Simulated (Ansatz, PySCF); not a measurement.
This triplet is an excited state, 1.44 eV above the relaxed singlet at the level B3LYP/cc-pVTZ // PBE0-D3(BJ)/def2-TZVP (Ansatz, a quantum-chemistry and plane-wave program).

Cartesian coordinates (Å):
SMILES: N#[C][GeH]
```xyz
4

N      1.9898     0.0032     0.3635
C      0.8819     0.1021     0.0412
Ge    -0.8809     0.3504    -0.5730
H     -1.9908    -0.4557     0.1214
```
Charge 0, spin multiplicity 3.

Problem. Predict the highest occupied spin orbital, total energy and dipole moment from PBE0-D3(BJ)/def2-TZVP (PySCF).

Solution. 
```
Property                              Result
-----------------------------  -------------
highest occupied spin orbital       -6.35 eV
total energy                   -2170.0205 Ha
dipole moment                         3.76 D
```
